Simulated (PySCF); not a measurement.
[La(H2O)2]3+: from a saddle point downhill

PySCF 2.14.0, RKS B3LYP, La def2-SVP with ECP46, O def2-SVP, H def2-SVP; non-relativistic Hamiltonian with scalar-relativistic core potentials where named; density fitting; no spin-orbit coupling. Relaxed within the symmetry of its start, the geometry (D2d) is

```xyz
7

La    0.0000    0.0000    0.0000
O     0.0000    0.0000    2.4247
H     0.5455    0.5455    3.0487
H    -0.5455   -0.5455    3.0487
O     0.0000    0.0000   -2.4247
H     0.5455   -0.5455   -3.0487
H    -0.5455    0.5455   -3.0487
```

and its lowest harmonic modes are -64, -64, 149, 386, 391, 607 cm⁻¹ (negative: unstable). It was moved along the lowest mode and relaxed again, within the group Cs that the move left.

Where does it end, and how much lower?

In Cs, 0.222 eV lower, after 20 steps:
```xyz
7

La   -0.8697   -0.8697   -0.0227
O     0.1020    0.1017    1.9235
H     0.8020    0.8016    1.9945
H    -0.1028   -0.1034    2.8737
O     0.1553    0.1557   -1.9187
H     0.9570   -0.1400   -2.4253
H    -0.1404    0.9574   -2.4251
```

How do the contacts change?


| contact | saddle (Å) | end (Å) |
| --- | --- | --- |
| La1–O2 (H2O) | 2.425 | 2.382 |
| La1–O5 (H2O) | 2.425 | 2.387 |


Is the end a minimum?

Yes, as far as the noise of the softest modes lets one tell (those above −25 cm⁻¹ count as noise); lowest modes -17, 63, 152, 405, 408, 620 cm⁻¹.

State: singlet.
